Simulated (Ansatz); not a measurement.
`BCB(C)O` + H₂ → `BCBC` + H₂O at 700 K and 1 bar (hydrogenolysis of a B–O bond).

Isolated molecules relaxed with PBE0-D4/def2-TZVP in Ansatz; ΔE leaves out vibrations. CCSD(T)/CBS adds triple-zeta CCSD(T) − MP2 to the extrapolated MP2 energy (def2 sets, frozen cores). This one scheme is used for every species. Each species was taken in one conformer, which may not be the lowest.

| species | CCSD(T)/CBS energy (Eh) | H − E (kJ/mol) | S (J/(mol·K)) |
| --- | --- | --- | --- |
| `BCB(C)O` | -205.74139 | 358.4 | 482.6 |
| H₂ | -1.17544 | 46.8 | 155.3 |
| `BCBC` | -130.49141 | 329.2 | 442.8 |
| H₂O | -76.37941 | 80.5 | 218.4 |

H − E and S are ideal-gas, rigid-rotor, harmonic terms from PBE0-D4/def2-TZVP, for one conformer and one mirror image of each species. The MP2-based limit puts H₂ 0.8 mEh under its directly extrapolated value; such offsets cancel only in part. 1 Eh = 2625.50 kJ/mol, R = 8.31446 J/(mol·K).

Question: By hand: ΔE, ΔH, ΔS and ΔG.

Answer: ΔE = (-130.49141) + (-76.37941) − (-205.74139) − (-1.17544) = 0.04601 Eh = 120.8 kJ/mol. Δ(H − E) = 329.2 + 80.5 − 358.4 − 46.8 = 4.5, so ΔH = 125.3 kJ/mol. ΔS = 442.8 + 218.4 − 482.6 − 155.3 = 23.3 J/(mol·K). ΔG = 125.3 − 700 × (23.3)/1000 = 109.0 kJ/mol.

Question: By hand: the equilibrium constant, and the temperature at which ΔG would vanish if ΔH and ΔS stayed fixed.

Answer: log₁₀ K = −ΔG/(RT ln 10) = -8.1. ΔG = 0 at ΔH/ΔS = 5378 K, far beyond where these terms or the molecules hold.

ΔH outweighs TΔS. A doubt of 5 kJ/mol in ΔE shifts log₁₀ K by 0.4 here. Other conformers and mirror images would add mixing entropy, several J/(mol·K) or more a flexible species. Modes under 60 cm⁻¹, often nearly free rotors, make the harmonic entropy too high. These are equilibria of isolated gas molecules and say nothing of rates. Largest T1 diagnostic: 0.012 (customary marks: 0.02 for closed shells, 0.045 for open ones).
